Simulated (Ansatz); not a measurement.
C2H7GeN, SMILES `C=C[NH][GeH3]`. Charge 0, multiplicity 1.

```xyz
11

C     0.590   -0.895    1.898
C     0.282   -0.705    0.614
N    -0.491    0.309    0.089
Ge   -0.416    0.827   -1.676
H     0.266   -0.211    2.674
H     1.166   -1.760    2.196
H     0.632   -1.419   -0.129
H    -0.798    0.991    0.766
H     0.862    1.630   -1.998
H    -1.656    1.695   -1.926
H    -0.436   -0.463   -2.507
```

Task: What are the harmonic wavenumbers in cm⁻¹ at PBE0-D4/def2-TZVP (Ansatz, finite differences of forces, unscaled)? (An estimate is asked.)

Result: Ansatz gave: 78, 92, 201, 391, 505, 599, 618, 698, 752, 815, 845, 871, 890, 1003, 1006, 1239, 1336, 1351, 1463, 1709, 2124, 2169, 2179, 3152, 3165, 3265, 3608.

Task: Is this a minimum?

Result: Yes, all 27 modes are real.

Task: Give the ideal-gas thermochemistry at 298.15 K and 1 bar (rigid rotor, harmonic oscillator; point group C1, symmetry number 1).

Result: Zero-point energy 216.1 kJ/mol; H(298) − E = 235.2 kJ/mol; entropy 333.2 J/(mol·K), of which translation 168.3, rotation 107.5, vibration 57.4; G(298) − E = 135.9 kJ/mol. Modes under 100 cm⁻¹ are hindered rotations or soft bends, so the harmonic entropy is rough.

Task: And at 400, 500, 600, 800 and 1000 K?

Result: 
| T (K) | H − E (kJ/mol) | S (J/mol/K) | G − E (kJ/mol) |
| --- | --- | --- | --- |
| 400 | 246.5 | 365.6 | 100.2 |
| 500 | 259.7 | 394.9 | 62.2 |
| 600 | 274.5 | 422.0 | 21.3 |
| 800 | 308.3 | 470.3 | -68.0 |
| 1000 | 346.0 | 512.3 | -166.4 |

Task: Rotational constants (cm⁻¹)?

Result: 0.9192, 0.06108, 0.059.
